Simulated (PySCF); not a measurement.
Isomers of [C7H14P]+ (charge +1), from PBE0-D3(BJ)/def2-SVP geometry optimisation, gas phase (PySCF). One conformer each, no zero-point energy, no frequencies.

Question: Which is lowest in electronic energy at this level?
A. `[CH:1]#[C:2][CH2:3][PH2+:4][CH2:5][CH2:6][CH2:7][CH3:8]` (charge +1) with C2–C3–P4–C5 -179°, C3–P4–C5–C6 -167°, P4–C5–C6–C7 -57°, C5–C6–C7–C8 -174°: A = 4806, B = 591.1, C = 543.7 MHz, dipole 1.84 D
B. `[CH2:1]=[CH:2][P@@H+:3]([CH3:4])[CH:5]1[CH2:6][CH2:7][CH2:8]1` (charge +1) with C1–C2–P3–C4 123°, C2–P3–C5–C6 64°, P3–C5–C6–C7 139°, C5–C6–C7–C8 -18°, C6–C7–C8–C5 18°, P3–C5–C8–C7 -139°: A = 2636, B = 1139, C = 859.8 MHz, dipole 2.71 D
C. `C1C[PH+]2CCC1CC2`: A = 2122, B = 1878, C = 1876 MHz, dipole 2.26 D

Answer: C. That is `C1C[PH+]2CCC1CC2`, 42.9 kcal/mol below the next.

```json
{"SMILES": "C1C[PH+]2CCC1CC2", "mapped SMILES": "[CH2:1]1[CH2:2][P@@H+:3]2[CH2:4][CH2:5][C@H:6]1[CH2:7][CH2:8]2", "E (Eh)": "-615.56879", "relative (kcal/mol)": "0.0", "relative (kJ/mol)": "0.0", "dipole about centre of mass (D)": "2.26"}
{"SMILES": "C=C[P@@H+](C)C1CCC1", "mapped SMILES": "[CH2:1]=[CH:2][P@@H+:3]([CH3:4])[CH:5]1[CH2:6][CH2:7][CH2:8]1", "E (Eh)": "-615.50047", "relative (kcal/mol)": "42.9", "relative (kJ/mol)": "179.4", "dipole about centre of mass (D)": "2.71"}
{"SMILES": "C#CC[PH2+]CCCC", "mapped SMILES": "[CH:1]#[C:2][CH2:3][PH2+:4][CH2:5][CH2:6][CH2:7][CH3:8]", "E (Eh)": "-615.45204", "relative (kcal/mol)": "73.3", "relative (kJ/mol)": "306.5", "dipole about centre of mass (D)": "1.84"}
```
